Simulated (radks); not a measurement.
Values are calculated unless marked as measured or tabulated.
Trend from Al4+ to Tl4+: ionisation energy by Delta-SCF between NIST ground configurations, and size. Level of theory: scalar-relativistic Kohn-Sham, LDA (Slater exchange, Perdew-Wang correlation), spin-polarised, spherical densities, point nucleus; open shells are filled with parallel spins first (spin-orbit coupling, left out, can overturn this in heavy ions) (a radial shooting solver on a logarithmic mesh with Libxc functionals).

| species | configuration | IE (eV) | NIST (eV) | kind | r at 0.001 e/bohr^3 (bohr) |
|---|---|---|---|---|---|
| Al4+ | [He] 2s2 2p5 | 154.37 | 153.83 | semi-emp. | 1.84 |
| Ga4+ | [Ar] 3d9 | 87.646 | 86.0 | semi-emp. | 2.38 |
| In4+ | [Kr] 4d9 | 73.753 | 69 | semi-emp. | 2.81 |
| Tl4+ | [Xe] 4f14 5d9 | 67.097 | 62.6 | exp. | 3.04 |

Reference values: NIST Atomic Spectra Database (exp. = measured, semi-emp. = semi-empirical, theory = theoretical value adopted there). Open shells are spherical and high-spin; term and fine-structure splittings are not resolved. Spin-orbit splitting is averaged out at the scalar-relativistic level.
